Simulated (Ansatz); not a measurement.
Input for Ansatz (an electronic-structure program): U-CCSD(T)/cc-pVDZ on BO, 2S+1 = 2, a point of a bond scan (R = 2.765 Å).

Ansatz 0.2 input:
```yaml
crystal:
  periodic: [false, false, false]
  atoms:
    - {symbol: B, position_ang: [-0.00000000, -0.00000000, -0.73974202]}
    - {symbol: O, position_ang: [0.00000000, 0.00000000, 2.02504377]}
basis:
  gaussian:
    orbitals: cc-pVDZ
magnetization: {spin_polarized: true, initial_magnetization: 1}
correlation: {method: ccsd_t, electrons: outside_noble_gas}
scf: {omitted_lower_state_checks: [cluster_reference]}
```

Program output:

```
WARN ansatz: RAYON_NUM_THREADS=1 ignored (pool sized by the plan → 1); use --threads N
Functional definition: HF
these checks for a lower state are left out or cut short: cluster_reference
integrals: 0.00 GiB planned
260 factors; integrals over basis functions are off by at most 1.2e-3 eV
mean field: 0.05 GiB planned
mean field evaluation 1: about -2695.0867 eV, gradient 2.5e1 eV
mean field evaluation 2: about -2695.0870 eV, gradient 2.5e1 eV
mean field evaluation 4: about -2698.7305 eV, gradient 4.4e0 eV
mean field evaluation 8: about -2699.1228 eV, gradient 1.0e0 eV
mean field evaluation 16: about -2702.6525 eV, gradient 4.9e-2 eV
mean field evaluation 32: about -2702.7123 eV, gradient 1.6e-1 eV
mean field evaluation 64: about -2702.6811 eV, gradient 2.1e0 eV
mean field evaluation 96: about -2702.6183 eV, gradient 1.9e0 eV
mean field evaluation 128: about -2702.6913 eV, gradient 1.5e-1 eV
mean field evaluation 160: about -2702.6523 eV, gradient 4.9e-2 eV
mean field evaluation 192: about -2702.6228 eV, gradient 5.1e-1 eV
mean field evaluation 224: about -2702.5852 eV, gradient 1.0e0 eV
mean field evaluation 256: about -2701.6929 eV, gradient 1.6e-2 eV
mean field evaluation 288: about -2699.0338 eV, gradient 1.2e0 eV
mean field evaluation 320: about -2701.7623 eV, gradient 1.1e-1 eV
mean field evaluation 352: about -2701.7334 eV, gradient 7.9e-1 eV
mean field evaluation 384: about -2702.6551 eV, gradient 8.2e-1 eV
mean field -2702.72502411 eV, -99.3233126632 hartree, gradient 9.9e-7 eV, S^2 1.693338; 25 other end points of the search recorded, 0 dependent functions left out
2 core orbitals not correlated
reference -2702.72502411 eV, -99.3233126632 hartree; 5, 4 occupied and 21, 22 virtual orbitals, 260 factors
second order -3.89033959 eV of doubles, -0.00000000 eV of singles
coupled cluster: 0.06 GiB planned
cycle   1  -4.56408368 eV  change   -6.7e-1 eV  update   7.4e-2
cycle   2  -4.91127878 eV  change   -3.5e-1 eV  update   3.6e-2
cycle   3  -4.94612248 eV  change   -3.5e-2 eV  update   1.9e-2
cycle   4  -4.95493617 eV  change   -8.8e-3 eV  update   1.3e-2
cycle   5  -4.97582919 eV  change   -2.1e-2 eV  update   1.0e-2
cycle   6  -4.98987156 eV  change   -1.4e-2 eV  update   6.2e-3
cycle   7  -4.99415045 eV  change   -4.3e-3 eV  update   4.2e-3
cycle   8  -5.00214353 eV  change   -8.0e-3 eV  update   3.1e-3
cycle   9  -5.00661371 eV  change   -4.5e-3 eV  update   2.0e-3
cycle  10  -5.00651328 eV  change    1.0e-4 eV  update   1.2e-3
cycle  11  -5.00740000 eV  change   -8.9e-4 eV  update   9.4e-4
cycle  12  -5.00798442 eV  change   -5.8e-4 eV  update   6.5e-4
cycle  13  -5.00839314 eV  change   -4.1e-4 eV  update   3.7e-4
cycle  14  -5.00820422 eV  change    1.9e-4 eV  update   1.8e-4
cycle  15  -5.00809243 eV  change    1.1e-4 eV  update   1.1e-4
cycle  16  -5.00810954 eV  change   -1.7e-5 eV  update   8.0e-5
cycle  17  -5.00819630 eV  change   -8.7e-5 eV  update   5.6e-5
cycle  18  -5.00824488 eV  change   -4.9e-5 eV  update   3.5e-5
cycle  19  -5.00824565 eV  change   -7.7e-7 eV  update   2.3e-5
cycle  20  -5.00822512 eV  change    2.1e-5 eV  update   1.2e-5
cycle  21  -5.00821376 eV  change    1.1e-5 eV  update   7.3e-6
cycle  22  -5.00821167 eV  change    2.1e-6 eV  update   4.3e-6
coupled cluster: 0.06 GiB planned
perturbative correction -0.09546936 eV, -0.0035084344 hartree
Total energy: -2707.82870514 eV, -99.5108694817 hartree
Checks for a lower state left out: cluster_reference
```

The run converged. Its determinant has ⟨S²⟩ = 1.69, a mixture of spin states.

Cost: very roughly 2.3 core-seconds.
